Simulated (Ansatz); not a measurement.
A run for Ansatz (an electronic-structure program): R-wB97M-V/def2-TZVPPD on GaH3 (SMILES [GaH3]) with ghost functions, monomers drawn apart or pushed together. Files ending in .json are basis or fitting sets from the Basis Set Exchange.

Ansatz 0.2 input:
```yaml
crystal:
  periodic: [false, false, false]
  atoms:
    - {symbol: Ga, position_ang: [-0.06008883, -0.85086794, 0.70335088]}
    - {symbol: H, position_ang: [-1.29184569, 0.02847900, 0.26727584]}
    - {symbol: H, position_ang: [-0.34587416, -2.20267583, 1.47657984]}
    - {symbol: H, position_ang: [1.33152400, -0.68724886, -0.02212534]}
basis:
  gaussian:
    orbitals: def2-TZVPPD.json
    ghost_atoms:
      - {symbol: C, position_ang: [-0.32740096, 0.64967121, 4.36788097]}
      - {symbol: O, position_ang: [0.55390132, 0.69696597, 3.23044526]}
      - {symbol: H, position_ang: [-0.39951328, -0.36511099, 4.76117718]}
      - {symbol: H, position_ang: [-1.30198917, 0.96949722, 4.00906785]}
      - {symbol: H, position_ang: [0.02279063, 1.33707713, 5.13788139]}
      - {symbol: H, position_ang: [1.45155408, 0.46514343, 3.49577174]}
hamiltonian:
  xc: {name: wB97M-V}
scf: {lower_state_search: off}
```

The log:

```
WARN ansatz: RAYON_NUM_THREADS=1 ignored (pool sized by the plan → 1); use --threads N
Functional definition: wB97M-V
these checks for a lower state are left out or cut short: stability, starts, cluster_reference, orbital_swaps, neighbouring_geometries, increment
integrals: 0.22 GiB planned
1130 factors; their error is unknown
integrals: 0.26 GiB planned
375 factors; integrals over basis functions are off by at most 2.5e-5 eV
mean field: 1.69 GiB planned
mean field evaluation 1: about -52422.1312 eV, gradient 2.0e1 eV
mean field evaluation 2: about -52422.3002 eV, gradient 2.1e1 eV
mean field evaluation 4: about -52422.6124 eV, gradient 3.8e-1 eV
mean field evaluation 8: about -52422.7084 eV, gradient 1.6e-3 eV
mean field -52422.70841556 eV, -1926.4990008840 hartree, gradient 4.7e-6 eV, S^2 0.000000; 0 other end points of the search recorded, 0 dependent functions left out
reference -52422.70846964 eV, -1926.4990028712 hartree; 17, 17 occupied and 233, 233 virtual orbitals, 1130 factors
Total energy: -52422.70846964 eV, -1926.4990028712 hartree
Checks for a lower state left out: stability, starts, cluster_reference, orbital_swaps, neighbouring_geometries, increment
```

The calculation finished and met its thresholds.

Cost: around 9 core-seconds (rough).
